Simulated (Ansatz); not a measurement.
Ansatz (an electronic-structure program) input (CCSD(T)/aug-cc-pV(D+d)Z):
A basis named .json is the Basis Set Exchange file of that set.

Ansatz 0.2 input:
```yaml
crystal:
  periodic: [false, false, false]
  atoms:
    - {symbol: Si, position_ang: [0.29559365, 0.14303420, -0.16614320]}
    - {symbol: O, position_ang: [-0.12344061, -1.29266992, -0.85659991]}
    - {symbol: O, position_ang: [-0.99083940, 1.16519103, -0.28383740]}
    - {symbol: O, position_ang: [0.59659472, -0.12302277, 1.43141073]}
    - {symbol: H, position_ang: [-0.37949400, -1.28410967, -1.78359362]}
    - {symbol: H, position_ang: [-0.91105382, 2.03184893, 0.12542082]}
    - {symbol: H, position_ang: [1.29371905, -0.74620474, 1.65639036]}
basis:
  gaussian:
    orbitals: aug-cc-pV_D+d_Z.json
magnetization: {spin_polarized: true, initial_magnetization: 1}
correlation: {method: ccsd_t, electrons: outside_noble_gas}
output: {forces: true}
```

End of the output:

```
integrals: 0.44 GiB planned
1254 factors; integrals over basis functions are off by at most 7.6e-4 eV
mean field: 0.59 GiB planned
mean field evaluation 1: about -14019.1531 eV, gradient 3.9e1 eV
mean field evaluation 2: about -14019.1542 eV, gradient 3.9e1 eV
mean field evaluation 4: about -14025.1964 eV, gradient 2.8e0 eV
mean field evaluation 8: about -14025.3163 eV, gradient 1.5e-1 eV
mean field evaluation 16: about -14025.3009 eV, gradient 7.4e-1 eV
mean field -14025.31671923 eV, -515.4208827307 hartree, gradient 1.3e-6 eV, S^2 0.753696; 0 other end points of the search recorded, 0 dependent functions left out
8 core orbitals not correlated
reference -14025.31671923 eV, -515.4208827307 hartree; 13, 12 occupied and 107, 108 virtual orbitals, 1254 factors
densities: 3.10 GiB planned
second order -18.72372681 eV of doubles, -0.00000000 eV of singles
coupled cluster: 1.81 GiB planned
cycle   1  -18.60678643 eV  change    1.2e-1 eV  update   1.1e-1
cycle   2  -19.03193890 eV  change   -4.3e-1 eV  update   3.1e-2
cycle   3  -19.15806156 eV  change   -1.3e-1 eV  update   1.8e-2
cycle   4  -19.15256442 eV  change    5.5e-3 eV  update   5.2e-3
cycle   5  -19.14865684 eV  change    3.9e-3 eV  update   2.8e-3
cycle   6  -19.14991140 eV  change   -1.3e-3 eV  update   1.0e-3
cycle   7  -19.15008360 eV  change   -1.7e-4 eV  update   4.2e-4
cycle   8  -19.15002536 eV  change    5.8e-5 eV  update   1.5e-4
cycle   9  -19.15006228 eV  change   -3.7e-5 eV  update   6.3e-5
cycle  10  -19.15007078 eV  change   -8.5e-6 eV  update   2.2e-5
cycle  11  -19.15006045 eV  change    1.0e-5 eV  update   8.8e-6
cycle  12  -19.15006848 eV  change   -8.0e-6 eV  update   3.8e-6
perturbative correction -0.56110554 eV, -0.0206202483 hartree
the calculation of the forces begins
Total energy: -14045.02789325 eV, -516.1452550151 hartree
Atom 0 at     0.295594     0.143034    -0.166143 Å, force     0.677671     0.327917    -0.380896 eV/Å
Atom 1 at    -0.123441    -1.292670    -0.856600 Å, force    -0.172567    -0.681839    -0.129676 eV/Å
Atom 2 at    -0.990839     1.165191    -0.283837 Å, force    -0.639680     0.297419    -0.117688 eV/Å
Atom 3 at     0.596595    -0.123023     1.431411 Å, force    -0.019229    -0.017921     0.714709 eV/Å
Atom 4 at    -0.379494    -1.284110    -1.783594 Å, force    -0.026653     0.023401    -0.168661 eV/Å
Atom 5 at    -0.911054     2.031849     0.125421 Å, force     0.042608     0.153252     0.066355 eV/Å
Atom 6 at     1.293719    -0.746205     1.656390 Å, force     0.137850    -0.102229     0.015858 eV/Å
Dipole moment:     0.228410     0.110525    -0.128381 e Å
```

It need not be the lowest isomer of its formula.
